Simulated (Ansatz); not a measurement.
Ansatz (an electronic-structure program) input:
A basis named .json is the Basis Set Exchange file of that set.

Ansatz 0.2 input:
```yaml
crystal:
  periodic: [false, false, false]
  atoms:
    - {symbol: P, position_ang: [-0.00000000, -0.00000000, -0.51471897]}
    - {symbol: O, position_ang: [0.00000000, 0.00000000, 0.96509806]}
basis:
  gaussian:
    orbitals: aug-cc-pV_D+d_Z.json
magnetization: {spin_polarized: true, initial_magnetization: 1}
correlation: {method: ccsd_t, electrons: outside_noble_gas}
output: {forces: true}
```

Q: Predict the final energy.

A: -415.91484 Eh (CCSD(T)/aug-cc-pV(D+d)Z). The basis has 55 functions.
